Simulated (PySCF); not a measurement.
**N²⁺: ionisation energy**

N²⁺ [He] 2s2 2p1 (2P) → N³⁺ [He] 2s2 (1S), as a difference of total energies. Calculation: PySCF 2.14, in x2c-SVPall (3s2p1d, 14 functions); scalar relativity by spin-free X2C-1e. Correlated levels: valence: 1s2 frozen. The calculations carry no spin-orbit coupling.

| method | ionisation energy (eV) | difference from reference (eV) |
| --- | --- | --- |
| UHF | 47.510 | +0.065 |
| TPSS | 48.455 | +1.010 |
| M06-L | 48.274 | +0.829 |
| MP2 (valence) | 47.508 | +0.063 |
| SCS-MP2 (valence) | 47.453 | +0.008 |
| CCSD (valence) | 47.220 | -0.225 |
| CCSD(T) (valence) | 47.237 | -0.208 |

Reference: 47.445 eV (semi-empirical (NIST evaluation); NIST Atomic Spectra Database, ionization energies).

Errors of the correlated levels include the incompleteness of this basis and the frozen core.

The coupled-cluster amplitudes are large for N³⁺ (T1 above 0.03 or a double amplitude above 0.15), so a single reference is strained.
